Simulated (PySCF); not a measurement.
Computed shifts of a molecule C₄H₁₀S, KT2/pcSseg-1 (PySCF), GIAO, gas phase, equivalent atoms averaged, in ppm (number of nuclei): ¹³C: 49.7 (1), 41.5 (2), 33.5 (1). ¹H: 2.11 (1), 1.81 (6), 1.63 (3). References: ¹³C against TMS (σ = 185.1 ppm); ³³S against H2S (σ = 723.0 ppm); ¹H against TMS (σ = 31.47 ppm), references at their B3LYP-D3(BJ)/def2-TZVP geometries, non-relativistic. Geometry: PBE0-D3(BJ)/def2-SVP. The values are those of a single conformer.

Question: Identify the compound among the candidates.
A. CCSCC
B. CC(C)(C)S
C. CSC(C)C
D. CCCSC

Answer: B, CC(C)(C)S
